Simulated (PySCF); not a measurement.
# Spinor energies of Ho+ (holmium, charge +1)

Start: [Xe] 4f11 6s1; 4f5/2 filled at m_j = -5/2, -3/2, -1/2, +1/2, +3/2, +5/2; 4f7/2 filled at m_j = -1/2, +1/2, +3/2, +5/2, +7/2; 6s1/2 filled at m_j = +1/2. Calculated with PySCF 2.14 in x2c-SVPall-2c: generalised Hartree-Fock with the X2C-1e Hamiltonian and a Gaussian nucleus; one run each with spin-orbit coupling (SO) switched off, then screened by Boettger's factors.

| spinor shell | electrons | ε, spin-free (eV) | ε, screened SO (eV) | weight of nominal j (screened SO) | rms radius, screened SO (bohr) |
| --- | --- | --- | --- | --- | --- |
| 1s1/2 | 2 | -55901.9 | -55889.8 | 1.000 | 0.0236 |
| 2s1/2 | 2 | -9481.6 | -9477.9 | 1.000 | 0.0952 |
| 2p1/2 | 2 | -8397.4 | -9003.9 | 1.000 | 0.0814 |
| 2p3/2 | 4 | -8397.4 | -8141.4 | 1.000 | 0.0881 |
| 3s1/2 | 2 | -2175.3 | -2174.1 | 1.000 | 0.245 |
| 3p1/2 | 2 | -1837.5 | -1966.6 | 1.000 | 0.236 |
| 3p3/2 | 4 | -1837.5 | -1782.1 | 1.000 | 0.250 |
| 3d3/2 | 4 | -1406.4 | -1430.3 | 0.999 | 0.223 |
| 3d5/2 | 6 | -1406.4 | -1389.4 | 1.000 | 0.227 |
| 4s1/2 | 2 | -459.77 | -459.41 | 1.000 | 0.552 |
| 4p1/2 | 2 | -346.05 | -376.16 | 0.997 | 0.567 |
| 4p3/2 | 4 | -346.05 | -333.01 | 0.999 | 0.597 |
| 4d3/2 | 4 | -189.30 | -196.30 | 0.952 | 0.640 |
| 4d5/2 | 6 | -189.30 | -184.34 | 0.968 | 0.650 |
| 5s1/2 | 2 | -67.417 | -67.362 | 1.000 | 1.38 |
| 5p1/2 | 2 | -38.206 | -42.257 | 0.989 | 1.56 |
| 5p3/2 | 4 | -38.206 | -36.483 | 0.995 | 1.68 |
| 4f5/2 | 6 | -19.794 | -20.619 | 0.705 | 0.914 |
| 4f7/2 | 5 | -19.794 | -18.679 | 0.701 | 0.935 |
| 6s1/2 | 1 | -10.904 | -10.907 | 1.000 | 4.15 |

```json
{"quantity": "E (hartree)", "spin-free": "-12606.51147", "screened SO": "-12616.36015"}
{"quantity": "M_J", "spin-free": "8", "screened SO": "8"}
{"quantity": "⟨J²⟩", "spin-free": "72.007", "screened SO": "72.008"}
{"quantity": "⟨L²⟩", "spin-free": "42.004", "screened SO": "42.384"}
{"quantity": "⟨S²⟩", "spin-free": "6.003", "screened SO": "6.007"}
```

Each row is a mean over spinors that exchange with the open shell spreads, by up to 14.200 eV (4d5/2).

Rows whose weight is well below 1 are mixtures of j = l ± 1/2: exchange outweighs spin-orbit coupling there, and the label is only the starting occupation.

Breit and QED terms are absent; they matter most for the inner s and p1/2 levels.

Densities and radii are taken from the X2C orbitals without a picture-change correction, which distorts them close to the nucleus.

Without spin-orbit coupling the j labels of p, d and f shells carry no meaning; the spin-free column gives the mean over the occupied spinors of each nl shell.
